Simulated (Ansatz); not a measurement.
Relaxation of the cluster Cr₂O⁺ with UKS PBE0-D4/def2-TZVP.

```sh
$ ansatz run in.yaml --threads 4 --pin off --events-out ev --progress --plain --max-ram 3916MiB
```

```yaml
crystal:
  periodic: [false, false, false]
  atoms:
    - {symbol: Cr, position_ang: [-1.447600, -0.314700, 0.185300]}
    - {symbol: Cr, position_ang: [2.073600, 0.000000, 0.000000]}
    - {symbol: O, position_ang: [0.466300, -1.202300, 0.165800]}
basis:
  gaussian: {orbitals: def2-TZVP}
total_charge: 1
magnetization: {spin_polarized: true, initial_magnetization: 1}
hamiltonian: {xc: pbe0, dispersion: d4}
scf: {lower_state_search: "off"}
output: {orbitals: {seedname: orbitals}}
relax: {f_tol: 0.02, max_steps: 100}
```

Hardware: 4 threads of Arm Neoverse V2 on a shared host. Wall time 39 s.

Positions (Å) and forces (eV/Å) at steps 1, 2, 3, 4, 5, 6, 7, 8, 9, 10, 12, 13, 16 of 16:

```xyz
3
step=1 energy=-58869.5986 eV
Cr   -1.448   -0.315    0.185    2.419   -1.207   -0.018
Cr    2.074    0.000    0.000   -0.310   -0.333    0.040
O     0.466   -1.202    0.166   -2.109    1.540   -0.022
3
step=2 energy=-58870.2011 eV
Cr   -1.343   -0.361    0.184    2.482   -1.225   -0.020
Cr    2.040   -0.021    0.003   -0.298   -0.329    0.039
O     0.396   -1.135    0.164   -2.184    1.554   -0.019
3
step=3 energy=-58870.2358 eV
Cr   -1.168   -0.446    0.183   -5.825    2.095    0.106
Cr    1.996   -0.058    0.008    0.006   -0.171    0.013
O     0.264   -1.013    0.161    5.818   -1.924   -0.119
3
step=4 energy=-58870.6406 eV
Cr   -1.261   -0.434    0.186    0.074   -0.209    0.013
Cr    2.027   -0.061    0.007   -0.022   -0.182    0.015
O     0.327   -1.022    0.158   -0.052    0.391   -0.028
3
step=5 energy=-58870.6621 eV
Cr   -1.285   -0.460    0.189    0.125   -0.182    0.008
Cr    2.050   -0.080    0.007    0.002   -0.132    0.010
O     0.327   -0.977    0.155   -0.127    0.314   -0.018
3
step=6 energy=-58870.7028 eV
Cr   -1.359   -0.553    0.200    0.532   -0.150   -0.013
Cr    2.131   -0.142    0.008   -0.060   -0.083    0.009
O     0.320   -0.822    0.143   -0.471    0.233    0.004
3
step=7 energy=-58870.7161 eV
Cr   -1.386   -0.607    0.205    0.640   -0.088   -0.023
Cr    2.166   -0.181    0.010   -0.071   -0.059    0.008
O     0.312   -0.729    0.137   -0.569    0.147    0.015
3
step=8 energy=-58870.6990 eV rejected
Cr   -1.398   -0.708    0.213   -0.547   -0.057    0.029
Cr    2.238   -0.251    0.012   -0.701   -0.114    0.041
O     0.252   -0.558    0.126    1.247    0.171   -0.070
3
step=9 energy=-58870.7318 eV
Cr   -1.388   -0.656    0.209    0.204   -0.024   -0.008
Cr    2.184   -0.219    0.012   -0.092   -0.043    0.008
O     0.297   -0.642    0.131   -0.112    0.067    0.000
3
step=10 energy=-58870.7266 eV rejected
Cr   -1.374   -0.706    0.212    0.169    0.010   -0.009
Cr    2.165   -0.268    0.016    0.491    0.067   -0.028
O     0.302   -0.543    0.123   -0.660   -0.077    0.036
3
step=12 energy=-58870.7372 eV
Cr   -1.384   -0.706    0.212    0.052   -0.002   -0.002
Cr    2.189   -0.262    0.015    0.015   -0.004    0.000
O     0.287   -0.548    0.124   -0.067    0.005    0.003
3
step=13 energy=-58870.7251 eV rejected
Cr   -1.384   -0.712    0.213   -0.533   -0.060    0.029
Cr    2.211   -0.264    0.014   -0.357   -0.054    0.021
O     0.266   -0.540    0.124    0.891    0.114   -0.050
3
step=16 energy=-58870.7376 eV
Cr   -1.382   -0.724    0.214    0.000    0.000    0.000
Cr    2.192   -0.277    0.016    0.002    0.000    0.000
O     0.282   -0.516    0.122   -0.001    0.000    0.000
```

The charge 1 doublet is spin-contaminated (final ⟨S²⟩ up to 4.80, 0.75 for a pure state). The structure comes from a short search, and lower isomers may exist.
